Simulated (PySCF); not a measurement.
Cl₃Ti (SMILES [Cl][Ti]([Cl])[Cl]), doublet, geometry from GFN2-xTB (such geometries of metal compounds can be far from the true shape) (the multiplicity is a formal guess), with bond 2-1 at 1.6 times its length; B3LYP/STO-3G run with PySCF.

The PySCF input:
```python
from pyscf import gto, scf, dft

mol = gto.Mole()
mol.atom = '''
    Ti    0.06577126    0.26048010    0.18019975
    Cl    3.12992790   -0.68120929   -0.90695959
    Cl   -0.84309989   -1.04801793    1.57212998
    Cl   -1.22288502    1.03900181   -1.30605481
'''
mol.basis = 'sto-3g'
mol.spin = 1
mol.verbose = 4
mol.build()

mf = dft.UKS(mol)
mf.xc = 'b3lyp'
mf.conv_tol = 1e-7
mf.kernel()
```

Output, abridged:

```
PySCF version 2.14.0

[INPUT] verbose = 4
[INPUT] num. atoms = 4
[INPUT] num. electrons = 73
[INPUT] charge = 0
[INPUT] spin (= nelec alpha-beta = 2S) = 1
[INPUT] symmetry False subgroup None
[INPUT] Mole.unit = angstrom
[INPUT] Symbol           X                Y                Z      unit          X                Y                Z       unit  Magmom
[...]
nuclear repulsion = 353.455024527879
number of shells = 23
number of NR pGTOs = 135
number of NR cGTOs = 45
basis = sto-3g
ecp = {}

******** <class 'pyscf.dft.uks.UKS'> ********
method = UKS
initial guess = minao
damping factor = 0
level_shift factor = 0
DIIS = <class 'pyscf.scf.diis.CDIIS'>
diis_start_cycle = 1
diis_space = 8
diis_damp = 0
SCF conv_tol = 1e-07
SCF conv_tol_grad = None
SCF max_cycles = 50
direct_scf = True
direct_scf_tol = 1e-13
number electrons alpha = 37  beta = 36
XC library pyscf.dft.libxc version 7.1.2
    S. Lehtola, C. Steigemann, M. J. T. Oliveira, and M. A. L. Marques,  SoftwareX 7, 1–5 (2018)
XC functionals = b3lyp
    P. J. Stephens, F. J. Devlin, C. F. Chabalowski, and M. J. Frisch,  J. Phys. Chem. 98, 11623 (1994)
radial grids:
    Treutler-Ahlrichs [JCP 102, 346 (1995); DOI:10.1063/1.469408] (M4) radial grids

becke partition: Becke, JCP 88, 2547 (1988); DOI:10.1063/1.454033
pruning grids: <function nwchem_prune>
grids dens level: 3
symmetrized grids: False
atomic radii adjust function: <function treutler_atomic_radii_adjust>
small_rho_cutoff = 0
Set gradient conv threshold to 0.000316228
tot grids = 77544
init E= -2204.72798536107

cycle= 1 E= -2206.10700914379  delta_E= -1.38  |g|= 0.367  |ddm|=    2
cycle= 2 E= -2194.59540531537  delta_E= 11.5  |g|= 2.46  |ddm|= 4.29
cycle= 3 E= -2206.27235253833  delta_E= -11.7  |g|= 0.122  |ddm|= 4.02
cycle= 4 E= -2200.88914858655  delta_E= 5.38  |g|= 2.49  |ddm|= 3.29
cycle= 5 E= -2200.41962989571  delta_E= 0.47  |g|= 2.44  |ddm|= 0.239
cycle= 6 E= -2200.10173407224  delta_E= 0.318  |g|= 2.37  |ddm|= 0.294
cycle= 7 E= -2200.09864877828  delta_E= 0.00309  |g|= 2.37  |ddm|= 0.0197
cycle= 8 E= -2201.620699675  delta_E= -1.52  |g|= 2.46  |ddm|= 1.01
cycle= 9 E= -2201.62142349268  delta_E= -0.000724  |g|= 2.46  |ddm|= 0.00207
cycle= 10 E= -2198.95815979891  delta_E= 2.66  |g|= 2.18  |ddm|= 1.25
cycle= 11 E= -2203.33180881274  delta_E= -4.37  |g|= 2.01  |ddm|= 1.83
cycle= 12 E= -2206.1592605807  delta_E= -2.83  |g|= 0.204  |ddm|= 3.16
cycle= 13 E= -2203.54902646498  delta_E= 2.61  |g|= 1.73  |ddm|= 3.03
cycle= 14 E= -2199.38032605735  delta_E= 4.17  |g|= 2.33  |ddm|=  2.1
cycle= 15 E= -2202.6070288405  delta_E= -3.23  |g|= 2.04  |ddm|= 1.95
cycle= 16 E= -2197.80536290022  delta_E=  4.8  |g|= 1.92  |ddm|= 2.31
cycle= 17 E= -2197.30999743789  delta_E= 0.495  |g|= 1.75  |ddm|= 0.361
cycle= 18 E= -2197.95645312759  delta_E= -0.646  |g|= 1.96  |ddm|= 0.36
cycle= 19 E= -2199.13014331237  delta_E= -1.17  |g|= 2.07  |ddm|= 0.615
cycle= 20 E= -2203.91736863546  delta_E= -4.79  |g|= 1.58  |ddm|=  2.3
cycle= 21 E= -2205.81466514549  delta_E= -1.9  |g|= 0.605  |ddm|= 3.23
cycle= 22 E= -2206.15413992731  delta_E= -0.339  |g|= 0.196  |ddm|= 1.01
cycle= 23 E= -2198.35385624683  delta_E=  7.8  |g|= 2.05  |ddm|= 3.81
cycle= 24 E= -2198.41415333749  delta_E= -0.0603  |g|= 2.06  |ddm|= 0.0732
cycle= 25 E= -2198.7204649146  delta_E= -0.306  |g|= 2.08  |ddm|= 0.203
cycle= 26 E= -2197.0264487187  delta_E= 1.69  |g|= 1.61  |ddm|= 1.04
cycle= 27 E= -2198.19783263305  delta_E= -1.17  |g|= 2.03  |ddm|= 0.854
cycle= 28 E= -2198.35732893647  delta_E= -0.159  |g|= 2.06  |ddm|= 0.428
cycle= 29 E= -2198.49734712785  delta_E= -0.14  |g|= 2.07  |ddm|= 0.115
cycle= 30 E= -2206.31274259085  delta_E= -7.82  |g|= 0.0682  |ddm|= 3.51
cycle= 31 E= -2206.31401737082  delta_E= -0.00127  |g|= 0.102  |ddm|= 0.568
cycle= 32 E= -2206.31257064133  delta_E= 0.00145  |g|= 0.114  |ddm|= 0.106
cycle= 33 E= -2206.31826226736  delta_E= -0.00569  |g|= 0.0904  |ddm|= 0.062
cycle= 34 E= -2206.32932040249  delta_E= -0.0111  |g|= 0.0151  |ddm|= 0.224
cycle= 35 E= -2206.3304227502  delta_E= -0.0011  |g|= 0.00592  |ddm|= 0.144
cycle= 36 E= -2206.33066337343  delta_E= -0.000241  |g|= 0.00453  |ddm|= 0.0553
cycle= 37 E= -2206.33091244687  delta_E= -0.000249  |g|= 0.00271  |ddm|= 0.069
cycle= 38 E= -2206.33109260464  delta_E= -0.00018  |g|= 0.00226  |ddm|= 0.0903
cycle= 39 E= -2206.33113408515  delta_E= -4.15e-05  |g|= 0.000737  |ddm|= 0.048
cycle= 40 E= -2206.33113509074  delta_E= -1.01e-06  |g|= 0.000487  |ddm|= 0.00475
cycle= 41 E= -2206.33113561449  delta_E= -5.24e-07  |g|= 5.66e-05  |ddm|= 0.00357
cycle= 42 E= -2206.33113565434  delta_E= -3.99e-08  |g|= 4.43e-05  |ddm|= 0.00133
Extra cycle  E= -2206.33113565113  delta_E= 3.21e-09  |g|= 0.000104  |ddm|= 0.00049
converged SCF energy = -2206.33113565113  <S^2> = 0.79992967  2S+1 = 2.0493215
```
